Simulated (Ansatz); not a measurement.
Cost and result up the ladder for TiF2Cl2 (TiCl2F2) (5 atoms). The state is a singlet with charge 0. Geometry: B3LYP-D4/def2-SVP.

```xyz
5

Ti   -0.082    0.023    0.044
F    -1.042   -1.053    0.997
F    -0.843    1.574    0.017
Cl    0.068   -0.747   -1.988
Cl    1.900    0.202    0.929
```

Ansatz on 4 threads of Arm Neoverse V2 on a shared host. Times are rough, and most runs start from the orbitals of an earlier one. r2SCAN0-D4/def2-TZVP serves as the yardstick here, not as an exact answer. Differences are given only for rows in sets of like size (and for xTB, whose basis is part of the method), since another set adds its own error. Binding counts from free atoms at the same level (Ti triplet, F doublet, Cl doublet; other spins of the atoms weren't run), without zero-point energy or a counterpoise term.

The 6-31G sets use Cartesian d functions. B3LYP takes the VWN-RPA correlation. Correlated methods freeze 17 core orbitals; core or outer-core shells of Ti are correlated, in sets that lack core-valence functions.

Correlated methods converge slowly with the basis.

```csv
level,functions,wall time,binding energy per atom (eV),difference from r2SCAN0-D4/def2-TZVP (eV),remarks
HF/STO-3G,46,0.2 s,4.73,–,–
HF/6-31G,73,0.4 s,2.28,–,–
PBE-D4/def2-SVP,95,0.85 s,4.67,–,–
B3LYP-D4/6-31G,73,1.1 s,4.05,–,–
PBE0-D4/def2-SVP,95,1.3 s,4.24,–,–
HF/def2-TZVP,181,1.6 s,2.67,-1.45,–
B3LYP-D4/def2-TZVP,181,2.4 s,4.21,0.09,–
PBE0-D4/def2-TZVP,181,2.6 s,4.23,0.10,–
PBE-QIDH/def2-TZVP,181,3.9 s,4.15,0.03,test for broken spin undecided
r2SCAN0-D4/def2-TZVP,181,4.3 s,4.12,0.00,–
CCSD(T)/def2-TZVP,181,64 s,4.12,0.00,–
```
